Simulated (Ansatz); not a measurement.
Basis-set series for C2H8FNSi, SMILES `CC[SiH](N)F`. Total charge 0; spin multiplicity 1. Geometry: relaxed with PBE0-D4/def2-TZVP. It is one conformer, not always the lowest.

Z-matrix (Å, degrees):
```
C
C 1 1.527
H 1 1.093 2 111.4
H 1 1.092 2 111.3 3 -119.7
H 1 1.093 2 111.5 3 120.0
Si 2 1.859 1 113.9 3 60.0
H 2 1.095 1 110.8 3 -61.6
H 2 1.097 1 110.2 3 -178.4
F 6 1.611 2 106.7 1 51.6
N 6 1.701 2 110.2 1 175.2
H 6 1.484 2 114.1 1 -63.8
H 10 1.007 6 121.7 2 -44.0
H 10 1.007 6 121.3 2 164.6
```

```
functional       basis  functions  energy (Eh)  HOMO (eV)  LUMO (eV)
   PBE0-D4    def2-SVP        114   -524.57315      -7.68       1.61
   PBE0-D4  def2-QZVPP        538   -524.98906      -7.94       0.49
   ωB97M-V    def2-SVP        114   -524.82042     -10.11       3.26
   ωB97M-V  def2-QZVPP        538   -525.24617     -10.38       1.65
```

Give the rows for def2-TZVPP. (An estimate is asked.)

Ansatz gave: 
| functional | basis | functions | energy (Eh) | HOMO (eV) | LUMO (eV) |
| --- | --- | --- | --- | --- | --- |
| PBE0-D4 | def2-TZVPP | 278 | -524.96494 | -7.90 | 0.86 |
| ωB97M-V | def2-TZVPP | 278 | -525.22343 | -10.34 | 2.26 |

Positive LUMOs are unbound and depend on the basis.
